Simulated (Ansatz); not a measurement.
`B[SiH2]N=C`, relaxed with RKS PBE0-D4/def2-TZVP in Ansatz 0.2.0 from a PBE-D4/def2-SVP geometry. The force threshold is 0.005 eV/Å; the program also tests the step.

Charge 0, multiplicity 1.

Start:

```xyz
10

B     0.748    1.736    0.908
Si    0.128    0.513   -0.560
N     0.299   -1.200   -0.127
C    -0.656   -2.038   -0.074
H     0.601    2.937    0.776
H     1.297    1.334    1.915
H     1.055    0.757   -1.729
H    -1.280    0.865   -1.021
H    -0.463   -3.095    0.231
H    -1.728   -1.809   -0.319
```

(1) How much energy does the relaxation release, and in how many steps? (Best estimate.)

(2) Which bonds change most? (An estimate is asked.)

(3) Give the relaxed structure. (An estimate is asked.)

## Answers

(1) The calculation gave: 0.05 eV, in 7 steps.

(2) The calculation gave: Si2–N3 from 1.775 to 1.747 Å; B1–H5 from 1.218 to 1.197 Å; B1–H6 from 1.215 to 1.194 Å; Si2–H7 from 1.512 to 1.491 Å.

(3) Computed: 
```xyz
10

B     0.746    1.724    0.904
Si    0.141    0.494   -0.559
N     0.314   -1.191   -0.133
C    -0.638   -2.011   -0.084
H     0.679    2.906    0.730
H     1.178    1.339    1.949
H     0.999    0.730   -1.755
H    -1.276    0.821   -0.939
H    -0.457   -3.054    0.204
H    -1.685   -1.759   -0.318
```
